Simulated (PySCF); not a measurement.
This script is equivalent to a calculation on Be²⁺ (beryllium, charge +2).

```python
from pyscf import gto, scf, dft, mp, cc
import basis_set_exchange as bse
mol = gto.M(atom="Be 0 0 0", charge=2, spin=0, symmetry="D2h",
            basis=gto.basis.parse(bse.get_basis("aug-cc-pVDZ", elements=["Be"], fmt="nwchem", header=False)))
mf = dft.UKS(mol, xc="LDA,VWN")
mf.irrep_nelec = {'Ag': (1, 1)}
mf.kernel()
```

**Question.** What total energy does it give?

**Answer.** -13.443 hartree (calculated).

**Question.** Which occupied shell lies highest, and where?

**Answer.** 1s, at -130.35 eV.
